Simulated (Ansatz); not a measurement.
Relaxation of F2H2OSi (6 atoms, charge 0, multiplicity 1), to a largest force component of 0.03 eV/Å in at most 50 steps.

Theory: Ansatz, RKS BHLYP-D4/def2-SVP.

```xyz
6
Properties=species:S:1:pos:R:3:forces:R:3
Si -0.795 0.108 0.309 -0.04 0.02 -0.01
H 1.565 0.198 1.542 0.12 -0.01 -0.01
F 1.947 -0.107 0.765 -0.09 0.02 0.04
F -0.684 1.195 -0.883 0.02 0.02 0.00
O -1.042 -1.236 -0.603 -0.02 -0.01 -0.05
H -1.159 -2.069 -0.155 0.01 -0.05 0.02
```

Question: Where does it end, and by what steps?

Answer: The forces met the threshold. After 31 steps the energy has fallen by 0.250 eV; H2 moved furthest, 0.99 Å.

```csv
step,energy less start (eV),largest force component (eV/Å),accepted
0,0.0000,0.116,yes
2,-0.0087,0.637,yes
4,-0.0187,0.899,yes
6,-0.0364,0.359,yes
8,-0.0429,0.110,yes
10,0.0031,1.629,no
12,-0.0551,0.197,yes
14,-0.0601,0.190,yes
16,-0.0757,0.297,yes
18,-0.0860,0.202,yes
20,-0.1118,0.723,yes
22,-0.1547,1.070,yes
24,-0.2261,0.390,yes
26,-0.2455,0.110,yes
28,-0.2491,0.067,yes
30,-0.2499,0.030,yes
31,-0.2499,0.007,yes
```

```xyz
6
Properties=species:S:1:pos:R:3
Si -1.036 0.018 0.429
H 1.494 0.462 0.595
F 1.459 -0.144 1.291
F -0.014 1.069 -0.333
O -0.797 -1.253 -0.590
H -1.273 -2.062 -0.415
```

The run took 57 s on 1 thread of Arm Neoverse V2 (shared host), peak memory 0.14 GiB.
